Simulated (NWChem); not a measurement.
System: CdGeH₄S; SMILES [SH][Cd][GeH3]

NWChem input:

```
start job
memory heap 200 mb stack 900 mb global 1100 mb
geometry units angstroms noautoz
  Cd    -0.628637     0.565775     0.002540
  S     -0.789419     2.931484     0.005229
  H      0.552332     3.101819    -0.003519
  Ge    -0.467627    -1.962953    -0.000331
  H     -1.113508    -2.574012    -1.261309
  H      1.005389    -2.423092     0.031961
  H     -1.169823    -2.580003     1.227227
end
basis spherical
  * library def2-svpd
end
ecp
  Cd library def2-ecp
end
dft
  xc pbe0
  iterations 150
end
tddft
  cis
  nroots 6
  notriplet
end
task tddft energy
```

Excerpt of the output:

```
             Northwest Computational Chemistry Package (NWChem) 7.3.0
             --------------------------------------------------------

 C1  symmetry detected

                             Geometry "geometry" -> ""
                             -------------------------

 Output coordinates in angstroms (scale by  1.889725989 to convert to a.u.)

  No.       Tag          Charge          X              Y              Z
 ---- ---------------- ---------- -------------- -------------- --------------
    1 Cd                  48.0000    -0.01441830     0.49976822     0.00000614
    2 S                   16.0000    -0.03625604     2.87083555    -0.00003270
    3 H                    1.0000     1.31320130     2.96222022     0.00010706
    4 Ge                  32.0000    -0.00190820    -2.03405128    -0.00002188
    5 H                    1.0000    -0.67408746    -2.60757380    -1.26488070
    6 H                    1.0000     1.44135264    -2.57970571     0.04247738
    7 H                    1.0000    -0.74722903    -2.60754321     1.22322480

 Effective nuclear repulsion energy (a.u.)     626.6687006421

                                 NWChem DFT Module
                                 -----------------

 Summary of "ao basis" -> "ao basis" (spherical)
 ------------------------------------------------------------------------------
       Tag                 Description            Shells   Functions and Types
 ---------------- ------------------------------  ------  ---------------------
 Cd                        def2-svpd                12       34   5s4p2d1f
 S                         def2-svpd                11       27   5s4p2d
 H                         def2-svpd                 4        8   2s2p
 Ge                        def2-svpd                14       38   6s4p4d

            General Information
            -------------------
          SCF calculation type: DFT
          Wavefunction type:  closed shell.
          No. of atoms     :     7
          No. of electrons :    72
           Alpha electrons :    36
            Beta electrons :    36
          Charge           :     0
          Spin multiplicity:     1
          Use of symmetry is: off; symmetry adaption is: off
          Maximum number of iterations: 150
          AO basis - number of functions:   131
                     number of shells:    53
          Convergence on energy requested:  1.00D-06
          Convergence on density requested:  1.00D-05
          Convergence on gradient requested:  5.00D-04

              XC Information
              --------------
                         PBE0 Method XC Functional
                     Hartree-Fock (Exact) Exchange  0.250
          PerdewBurkeErnzerhof Exchange Functional  0.750
            Perdew 1991 LDA Correlation Functional  1.000 local
           PerdewBurkeErnz. Correlation Functional  1.000 non-local

             Grid Information
             ----------------
          Grid used for XC integration:  medium
          Radial quadrature: Mura-Knowles
          Angular quadrature: Lebedev.
          Tag              B.-S. Rad. Rad. Pts. Rad. Cut. Ang. Pts.
          ---              ---------- --------- --------- ---------
          Cd                  1.55      123          12.0       590
          S                   1.00       88          15.0       590
          H                   0.35       45          16.0       434
          Ge                  1.25      112          15.0       590
          Grid pruning is: on
          Number of quadrature shells:   503
          Spatial weights used:  Erf1

      Superposition of Atomic Density Guess
      -------------------------------------

 Sum of atomic energies:       -2666.36587836

      Non-variational initial energy
      ------------------------------

 Total energy =   -2641.915332
 1-e energy   =   -4384.172277
 2-e energy   =    1421.005974
 HOMO         =      -0.282089
 LUMO         =      -0.006963

[...]

                                NWChem TDDFT Module
                                -------------------

            General Information
            -------------------
           No. of orbitals :     262
            Alpha orbitals :     131
             Beta orbitals :     131
        Alpha frozen cores :       0
         Beta frozen cores :       0
     Alpha frozen virtuals :       0
      Beta frozen virtuals :       0
         Spin multiplicity :       1
    Number of AO functions :     131
        Use of symmetry is : off
      Symmetry adaption is : off
         Schwarz screening :  0.10D-07

              XC Information
              --------------
                  PBE0 Method XC Functional
              Hartree-Fock (Exact) Exchange   0.25
   PerdewBurkeErnzerhof Exchange Functional   0.75
     Perdew 1991 LDA Correlation Functional   1.00 local
    PerdewBurkeErnz. Correlation Functional   1.00 non-local

             TDDFT Information
             -----------------
          Calculation type : Tamm-Dancoff TDDFT
         Wavefunction type : Restricted singlets
          No. of electrons :      72
           Alpha electrons :      36
            Beta electrons :      36
              No. of roots :       6
          Max subspacesize :    5200
            Max iterations :     100
               Target root :       1
           Target symmetry : none
      Symmetry restriction : off
                 Algorithm : Optimal
        Davidson threshold :  0.10D-03

    6 smallest eigenvalue differences (eV)
--------------------------------------------------------
  No. Spin  Occ  Vir  Irrep   E(Occ)    E(Vir)   E(Diff)
--------------------------------------------------------
    1    1   36   37 a        -0.260    -0.042     5.919
    2    1   36   38 a        -0.260    -0.039     5.999
    3    1   36   39 a        -0.260    -0.032     6.181
    4    1   35   37 a        -0.276    -0.042     6.353
    5    1   35   38 a        -0.276    -0.039     6.433
    6    1   35   39 a        -0.276    -0.032     6.616
--------------------------------------------------------

  Entering Davidson iterations
  Restricted singlet excited states

  Iter   NTrls   NConv    DeltaV     DeltaE      Time
  ----  ------  ------  ---------  ---------  ---------
    1      6       0     0.11E+00   0.10+100       19.7
    2     12       0     0.24E-01   0.27E-01       19.8
    3     18       0     0.89E-02   0.86E-03       19.9
    4     24       0     0.24E-02   0.11E-03       19.8
    5     30       2     0.69E-03   0.92E-05       19.6
    6     34       5     0.24E-03   0.10E-05       17.6
    7     35       6     0.82E-04   0.71E-07       15.1
  ----  ------  ------  ---------  ---------  ---------
  Convergence criterion met

  Ground state a       -2644.572085790338 a.u.

  ----------------------------------------------------------------------------
  Root   1 singlet a              0.173223220 a.u.                4.7136 eV
  ----------------------------------------------------------------------------
     Transition Moments    X  0.00012   Y  0.00000   Z  0.26583
     Dipole Oscillator Strength                    0.0081603102
     Electric Quadrupole                           0.0000000937
     Magnetic Dipole                               0.0000000633
     Total Oscillator Strength                     0.0081604672

     Occ.   36  a   ---  Virt.   37  a        0.97585
     Occ.   36  a   ---  Virt.   38  a        0.18875
     Occ.   36  a   ---  Virt.   42  a        0.05210
  ----------------------------------------------------------------------------
  Root   2 singlet a              0.177067017 a.u.                4.8182 eV
  ----------------------------------------------------------------------------
     Transition Moments    X  0.00013   Y  0.00006   Z -0.35815
     Dipole Oscillator Strength                    0.0151420277
     Electric Quadrupole                           0.0000001379
     Magnetic Dipole                               0.0000002583
     Total Oscillator Strength                     0.0151424239

     Occ.   35  a   ---  Virt.   39  a       -0.06437
     Occ.   36  a   ---  Virt.   37  a        0.19374
     Occ.   36  a   ---  Virt.   38  a       -0.97081
     Occ.   36  a   ---  Virt.   40  a        0.09254
  ----------------------------------------------------------------------------
  Root   3 singlet a              0.190208091 a.u.                5.1758 eV
  ----------------------------------------------------------------------------
     Transition Moments    X  0.11576   Y  0.15449   Z -0.00016
     Dipole Oscillator Strength                    0.0047259078
     Electric Quadrupole                           0.0000001528
     Magnetic Dipole                               0.0000001525
     Total Oscillator Strength                     0.0047262130

     Occ.   34  a   ---  Virt.   37  a       -0.08709
     Occ.   34  a   ---  Virt.   38  a       -0.08482
     Occ.   35  a   ---  Virt.   37  a        0.51222
     Occ.   35  a   ---  Virt.   38  a        0.15874
     Occ.   36  a   ---  Virt.   39  a       -0.82874
  ----------------------------------------------------------------------------
  Root   4 singlet a              0.194441539 a.u.                5.2910 eV
  ----------------------------------------------------------------------------
     Transition Moments    X -0.38027   Y  0.04862   Z  0.00018
     Dipole Oscillator Strength                    0.0190514906
     Electric Quadrupole                           0.0000001563
     Magnetic Dipole                               0.0000005195
     Total Oscillator Strength                     0.0190521664

[...]
```

Level: PBE0/def2-SVPD with def2 effective core potentials on Cd, TDA. Coordinates come from a PBE0/def2-SVP optimisation. No frequency run checked for a minimum. def2 effective core potentials on Cd; no spin-orbit coupling.
